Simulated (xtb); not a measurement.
tetraarsenic (As$_{4}$), singlet, from a rough starting geometry; GFN2-xTB in xtb.

Input for xtb:
```
$ xtb mol.xyz --gfn 2 --opt vtight --json

# file mol.xyz
4

As    -0.95673851     0.12715529    -1.06069770
As     0.66105065     1.32262743     0.13951567
As     1.00207195    -1.02538382    -0.30578955
As    -0.64642581    -0.37135572     1.27093998
```

What the program printed (banner, timings and long lists left out):

```
   ID    Z sym.   atoms
    1   33 As     1-4

           -------------------------------------------------
          |                Calculation Setup                |
           -------------------------------------------------

           -------------------------------------------------
          |                 G F N 2 - x T B                 |
           -------------------------------------------------

          ...................................................
          :                      SETUP                      :
          :.................................................:
          :  # basis functions                  40          :
          :  # atomic orbitals                  36          :
          :  # shells                           12          :
          :  # electrons                        20          :
          :  max. iterations                   250          :
          :  Hamiltonian                  GFN2-xTB          :
          :  restarted?                      false          :
          :  GBSA solvation                  false          :
          :  PC potential                    false          :
          :  electronic temp.          300.0000000     K    :
          :  accuracy                    1.0000000          :
          :  -> integral cutoff          0.2500000E+02      :
          :  -> integral neglect         0.1000000E-07      :
          :  -> SCF convergence          0.1000000E-05 Eh   :
          :  -> wf. convergence          0.1000000E-03 e    :
          :  Broyden damping             0.4000000          :
          :  net charge                          0          :
          :  unpaired electrons                  0          :
          ...................................................

 iter      E             dE          RMSdq      gap      omega  full diag
   1     -9.5341706 -0.953417E+01  0.114E+01    3.40       0.0  T
   2     -9.5347443 -0.573699E-03  0.704E+00    3.43       1.0  T
   3     -9.5357092 -0.964942E-03  0.200E+00    3.53       1.0  T
   4     -9.5356175  0.916938E-04  0.221E+00    3.52       1.0  T
   5     -9.5354644  0.153185E-03  0.190E+00    3.52       1.0  T
   6     -9.5358216 -0.357224E-03  0.141E-01    3.53       1.0  T
   7     -9.5358221 -0.470732E-06  0.876E-02    3.53       1.0  T
   8     -9.5358224 -0.379310E-06  0.332E-02    3.53       1.5  T
   9     -9.5358225 -0.399471E-07  0.261E-03    3.53      19.1  T
  10     -9.5358225  0.927830E-09  0.153E-03    3.53      32.7  T
  11     -9.5358225 -0.149133E-08  0.906E-04    3.53      55.2  T
  12     -9.5358225 -0.275868E-11  0.499E-04    3.53     100.1  T

   *** convergence criteria satisfied after 12 iterations ***

         :::::::::::::::::::::::::::::::::::::::::::::::::::::
         ::                     SUMMARY                     ::
         :::::::::::::::::::::::::::::::::::::::::::::::::::::
         :: total energy              -9.523075861392 Eh    ::
         :: gradient norm              0.014986885821 Eh/a0 ::
         :: HOMO-LUMO gap              3.527076462551 eV    ::
         ::.................................................::
         :: SCC energy                -9.535822362040 Eh    ::
         :: -> isotropic ES           -0.010150759149 Eh    ::
         :: -> anisotropic ES          0.002921314681 Eh    ::
         :: -> anisotropic XC         -0.001287558583 Eh    ::
         :: -> dispersion             -0.005471638388 Eh    ::
         :: repulsion energy           0.012746500648 Eh    ::
         :: add. restraining           0.000000000000 Eh    ::
         :: total charge              -0.000000000000 e     ::
         :::::::::::::::::::::::::::::::::::::::::::::::::::::

      -----------------------------------------------------------
     |                   =====================                   |
     |                        A N C O P T                        |
     |                   =====================                   |
     |               Approximate Normal Coordinate               |
     |                Rational Function Optimizer                |
      -----------------------------------------------------------
      -----------------------------------------------------------
     |                   =====================                   |
     |                        A N C O P T                        |
     |                   =====================                   |
     |               Approximate Normal Coordinate               |
     |                Rational Function Optimizer                |
      -----------------------------------------------------------

          ...................................................
          :                      SETUP                      :
          :.................................................:
          :   optimization level         verytight          :
          :   max. optcycles                   200          :
          :   ANC micro-cycles                  20          :
          :   degrees of freedom                 6          :
          :.................................................:
          :   RF solver                   davidson          :
          :   write xtbopt.log                true          :
          :   linear?                        false          :
          :   energy convergence         0.1000000E-06 Eh   :
          :   grad. convergence          0.2000000E-03 Eh/α :
          :   maxmium RF displ.          1.0000000          :
          :   Hlow (freq-cutoff)         0.1000000E-01      :
          :   Hmax (freq-cutoff)         5.0000000          :
          :   S6 in model hess.         20.0000000          :
          ...................................................

generating ANC from exact Hessian ...
Using Lindh-Hessian (1995)
 Shifting diagonal of input Hessian by    0.0000000000000000
 Lowest  eigenvalues of input Hessian
[...]
 * total energy  :    -9.5238486 Eh     change       -0.2208602E-02 Eh
 * total energy  :    -9.5237916 Eh     change        0.5695689E-04 Eh
 * total energy  :    -9.5239298 Eh     change       -0.1382087E-03 Eh
 * total energy  :    -9.5239037 Eh     change        0.2615248E-04 Eh
 * total energy  :    -9.5239289 Eh     change       -0.2527237E-04 Eh
 * total energy  :    -9.5239223 Eh     change        0.6641220E-05 Eh
 * total energy  :    -9.5239310 Eh     change       -0.8707050E-05 Eh
 * total energy  :    -9.5239316 Eh     change       -0.6405354E-06 Eh
 * total energy  :    -9.5239324 Eh     change       -0.7313004E-06 Eh
 * total energy  :    -9.5239322 Eh     change        0.1662425E-06 Eh
 * total energy  :    -9.5239324 Eh     change       -0.1919047E-06 Eh
 * total energy  :    -9.5239324 Eh     change        0.3909173E-08 Eh
 * total energy  :    -9.5239324 Eh     change       -0.4608667E-08 Eh
   *** GEOMETRY OPTIMIZATION CONVERGED AFTER 15 ITERATIONS ***
[...]
          :  -> SCF convergence          0.1000000E-05 Eh   :
          :  -> wf. convergence          0.1000000E-03 e    :
          :  Broyden damping             0.4000000          :
          :  net charge                          0          :
          :  unpaired electrons                  0          :
          ...................................................

 iter      E             dE          RMSdq      gap      omega  full diag
   1     -9.5369392 -0.953694E+01  0.199E-06    3.73       0.0  T
   2     -9.5369392  0.106581E-13  0.144E-06    3.73   34739.1  T
   3     -9.5369392 -0.177636E-13  0.104E-06    3.73   48165.6  T

   *** convergence criteria satisfied after 3 iterations ***

         :::::::::::::::::::::::::::::::::::::::::::::::::::::
         ::                     SUMMARY                     ::
         :::::::::::::::::::::::::::::::::::::::::::::::::::::
         :: total energy              -9.523932387534 Eh    ::
         :: gradient norm              0.000000335124 Eh/a0 ::
         :: HOMO-LUMO gap              3.731857470016 eV    ::
         ::.................................................::
         :: SCC energy                -9.536939064202 Eh    ::
         :: -> isotropic ES           -0.010081994457 Eh    ::
         :: -> anisotropic ES          0.003020172171 Eh    ::
         :: -> anisotropic XC         -0.001340056701 Eh    ::
         :: -> dispersion             -0.005472088290 Eh    ::
         :: repulsion energy           0.013006676668 Eh    ::
         :: add. restraining           0.000000000000 Eh    ::
         :: total charge               0.000000000000 e     ::
         :::::::::::::::::::::::::::::::::::::::::::::::::::::

           -------------------------------------------------
          |                Property Printout                |
           -------------------------------------------------

    * Orbital Energies and Occupations

         #    Occupation            Energy/Eh            Energy/eV
      -------------------------------------------------------------
         1        2.0000           -0.5934248             -16.1479
         2        2.0000           -0.5619165             -15.2905
         3        2.0000           -0.5619165             -15.2905
         4        2.0000           -0.5619164             -15.2905
         5        2.0000           -0.3755538             -10.2193
         6        2.0000           -0.3552472              -9.6668
         7        2.0000           -0.3552472              -9.6668
         8        2.0000           -0.3552472              -9.6668
         9        2.0000           -0.3251221              -8.8470
        10        2.0000           -0.3251221              -8.8470 (HOMO)
        11                         -0.1879789              -5.1152 (LUMO)
        12                         -0.1879788              -5.1152
        13                         -0.1879788              -5.1152
        14                         -0.0549085              -1.4941
        15                         -0.0549085              -1.4941
        16                         -0.0549083              -1.4941
        17                          0.0457042               1.2437
        18                          0.0457042               1.2437
        19                          0.0457043               1.2437
        20                          0.1314733               3.5776
        21                          0.1314733               3.5776
       ...                                ...                  ...
        36                          1.5635075              42.5452
      -------------------------------------------------------------
                  HL-Gap            0.1371432 Eh            3.7319 eV
             Fermi-level           -0.2565505 Eh           -6.9811 eV

     #   Z          covCN         q      C6AA      α(0)
     1  33 As       2.915    -0.000   214.237    26.824
     2  33 As       2.915    -0.000   214.237    26.824
     3  33 As       2.915     0.000   214.237    26.824
     4  33 As       2.915     0.000   214.237    26.824

 Mol. C6AA /au·bohr⁶  :       3427.791490
 Mol. C8AA /au·bohr⁸  :     264017.143760
 Mol. α(0) /au        :        107.294496

Wiberg/Mayer (AO) data.
largest (>0.10) Wiberg bond orders for each atom

 ---------------------------------------------------------------------------
     #   Z sym  total        # sym  WBO       # sym  WBO       # sym  WBO
 ---------------------------------------------------------------------------
     1  33 As   3.072 --     2 As   1.024     3 As   1.024     4 As   1.024
     2  33 As   3.072 --     4 As   1.024     1 As   1.024     3 As   1.024
     3  33 As   3.072 --     2 As   1.024     1 As   1.024     4 As   1.024
     4  33 As   3.072 --     2 As   1.024     1 As   1.024     3 As   1.024
 ---------------------------------------------------------------------------

Topologies differ in total number of bonds
Writing topology from bond orders to xtbtopo.mol

molecular dipole:
                 x           y           z       tot (Debye)
 q only:       -0.000      -0.000       0.000
   full:        0.000       0.000      -0.000       0.000
molecular quadrupole (traceless):
                xx          xy          yy          xz          yz          zz
 q only:        0.000      -0.000      -0.000      -0.000      -0.000       0.000
  q+dip:        0.000      -0.000      -0.000      -0.000       0.000       0.000
   full:        0.000      -0.000      -0.000      -0.000       0.000       0.000

optimized geometry written to: xtbopt.xyz

           -------------------------------------------------
          | TOTAL ENERGY               -9.523932387534 Eh   |
          | GRADIENT NORM               0.000000335124 Eh/α |
          | HOMO-LUMO GAP               3.731857470016 eV   |
           -------------------------------------------------

normal termination of xtb
```
